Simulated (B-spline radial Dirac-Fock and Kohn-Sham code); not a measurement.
# Two-hole binding energies of Ru

System: neutral ruthenium in the configuration [Kr] 4d6 5s1 5p1 (an excited configuration).

Calculated with a radial finite-basis atomic code, using relaxed Dirac-Fock hole states (ΔSCF) with Breit and QED corrections and a finite nucleus. U is the two-hole binding energy less the two single-hole energies, the effective repulsion of the holes after relaxation. Each two-hole energy is an average over J within one jj subconfiguration.

```
          holes  E(a) (eV)  E(b) (eV)  E(ab) (eV)  U (eV)
   1s⁻¹ 2p1/2⁻¹    22131.4     2982.8     25299.2   185.0
   1s⁻¹ 3p1/2⁻¹    22131.4      500.7           ?       ?
   1s⁻¹ 3p3/2⁻¹    22131.4      478.2     22658.9    49.3
           2s⁻²     3245.1     3245.1      6596.9   106.7
   2s⁻¹ 2p1/2⁻¹     3245.1     2982.8      6326.7    98.7
   2s⁻¹ 3p3/2⁻¹     3245.1      478.2      3765.9    42.6
   2s⁻¹ 3d3/2⁻¹     3245.1      298.1      3588.5    45.3
   2s⁻¹ 3d5/2⁻¹     3245.1      294.0      3583.9    44.8
2p1/2⁻¹ 3p3/2⁻¹     2982.8      478.2      3505.1    44.1
2p3/2⁻¹ 3p1/2⁻¹     2853.8      500.7      3399.5    45.0
        3p1/2⁻²      500.7      500.7      1037.6    36.3
3p1/2⁻¹ 3p3/2⁻¹      500.7      478.2      1011.6    32.7
        3p3/2⁻²      478.2      478.2       989.7    33.3
3d3/2⁻¹ 3d5/2⁻¹      298.1      294.0       628.4    36.3
```

Problem. Give the missing two-hole energy and U.

Solution. E(ab) = 22683.8 eV and U = 51.8 eV.
